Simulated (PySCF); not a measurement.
## Ionisation energy of Eu²⁺ by level of theory

Eu²⁺ [Xe] 4f7 (8S) → Eu³⁺ [Xe] 4f6 (7F), as a difference of total energies. All numbers are calculated (PySCF 2.14, the spin-free X2C one-electron Hamiltonian (Gaussian nucleus), in cc-pVDZ-X2C (8s7p5d3f1g, 84 functions)). Correlated levels: valence: [Kr] 4d10 frozen; valence and next inner shell: [Ar] 3d10 frozen. The calculations carry no spin-orbit coupling.

```json
{"method": "UHF", "ionisation energy (eV)": "22.670", "plus first-order spin-orbit estimate": "22.276", "difference from reference of that sum (eV)": "-2.564"}
{"method": "LDA", "ionisation energy (eV)": "26.329", "plus first-order spin-orbit estimate": "25.935", "difference from reference of that sum (eV)": "+1.095"}
{"method": "PBE", "ionisation energy (eV)": "25.908", "plus first-order spin-orbit estimate": "25.514", "difference from reference of that sum (eV)": "+0.674"}
{"method": "PBE0", "ionisation energy (eV)": "25.380", "plus first-order spin-orbit estimate": "24.986", "difference from reference of that sum (eV)": "+0.146"}
{"method": "r2SCAN", "ionisation energy (eV)": "25.557", "plus first-order spin-orbit estimate": "25.164", "difference from reference of that sum (eV)": "+0.324"}
{"method": "MP2 (valence)", "ionisation energy (eV)": "24.764", "plus first-order spin-orbit estimate": "24.370", "difference from reference of that sum (eV)": "-0.470"}
{"method": "SCS-MP2 (valence)", "ionisation energy (eV)": "23.809", "plus first-order spin-orbit estimate": "23.415", "difference from reference of that sum (eV)": "-1.425"}
{"method": "MP2 (valence and next inner shell)", "ionisation energy (eV)": "24.965", "plus first-order spin-orbit estimate": "24.571", "difference from reference of that sum (eV)": "-0.269"}
{"method": "SCS-MP2 (valence and next inner shell)", "ionisation energy (eV)": "23.998", "plus first-order spin-orbit estimate": "23.604", "difference from reference of that sum (eV)": "-1.236"}
```

Reference: 24.84 ± 0.03 eV (semi-empirical (NIST evaluation); NIST Atomic Spectra Database, ionization energies).

A first-order spin-orbit estimate (lowest level to lowest level, LS coupling) adds -0.394 eV.

Errors of the correlated levels include the incompleteness of this basis and the frozen core.
